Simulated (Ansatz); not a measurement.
Relaxation of FH₇O₃SiTi (13 atoms, charge 0, multiplicity 1), to a largest force component of 0.03 eV/Å in at most 50 steps.

All numbers below come from RKS PBE/def2-SVP in Ansatz.

```xyz
13
Properties=species:S:1:pos:R:3:forces:R:3
Ti 0.405 0.064 -0.393 -0.13 -0.22 -0.22
F -1.031 0.198 2.273 -0.49 -0.24 0.09
O 1.658 -0.029 -1.668 0.01 -0.01 0.00
H 2.311 -0.735 -1.822 -0.02 0.01 0.01
O -1.068 0.951 -0.883 -0.06 0.05 -0.04
Si -2.574 1.632 -1.210 0.05 -0.02 0.00
H -3.616 1.041 -0.302 0.00 0.00 0.00
H -2.504 3.120 -0.991 0.00 -0.05 -0.01
H -2.947 1.347 -2.641 0.02 0.02 0.04
O 0.147 -1.485 0.456 0.10 0.01 -0.11
H -0.503 -1.473 1.190 -0.08 0.01 0.10
H 1.083 1.016 0.858 -0.01 0.16 0.37
H -0.223 0.653 2.125 0.61 0.28 -0.23
```

Task: Where does it end, and by what steps?

Result: The run converged. The force dipped under the threshold on the way, but the program's further checks kept it going. After 42 steps the energy has fallen by 1.725 eV; H13 moved furthest, 2.59 Å. Parted: Ti1–H12 (1.71 → 4.36 Å), F2–H13 (0.94 → 2.35 Å). Joined: Ti1–F2 (3.03 → 1.78 Å), H12–H13 (1.86 → 0.77 Å).

| step | energy less start (eV) | largest force component (eV/Å) | accepted |
| --- | --- | --- | --- |
| 0 | 0.0000 | 0.608 | yes |
| 2 | 0.0052 | 0.636 | no |
| 4 | -0.0728 | 0.375 | no |
| 6 | -0.0895 | 0.087 | yes |
| 8 | -0.1077 | 0.110 | yes |
| 10 | -0.1164 | 0.156 | yes |
| 12 | -0.1293 | 0.230 | yes |
| 14 | -0.1474 | 0.477 | yes |
| 16 | -0.3188 | 1.316 | yes |
| 18 | -0.9320 | 1.122 | yes |
| 20 | -1.2574 | 0.842 | yes |
| 22 | -1.5147 | 0.603 | yes |
| 24 | -1.6385 | 0.177 | yes |
| 26 | -1.6662 | 0.668 | yes |
| 28 | -1.6927 | 0.220 | yes |
| 30 | -1.7036 | 0.238 | yes |
| 32 | -1.7106 | 0.211 | yes |
| 34 | -1.7148 | 0.277 | yes |
| 36 | -1.7165 | 0.315 | yes |
| 38 | -1.7211 | 0.189 | no |
| 40 | -1.7236 | 0.048 | yes |
| 42 | -1.7248 | 0.025 | yes |

```xyz
13
Properties=species:S:1:pos:R:3
Ti -0.293 -0.128 0.002
F 0.079 0.731 1.513
O 1.047 0.145 -1.161
H 1.757 -0.470 -1.414
O -1.828 0.493 -0.693
Si -3.027 1.444 -1.388
H -4.362 1.049 -0.816
H -2.765 2.895 -1.095
H -3.044 1.232 -2.878
O -0.424 -1.877 0.363
H -1.141 -2.521 0.229
H 2.928 1.778 2.235
H 2.212 1.532 2.096
```

Whether the end is a true minimum wasn't checked by a vibrational analysis.

Time of the run: 86 s on 4 threads of Arm Neoverse V2, on a shared host, peak memory 0.22 GiB.
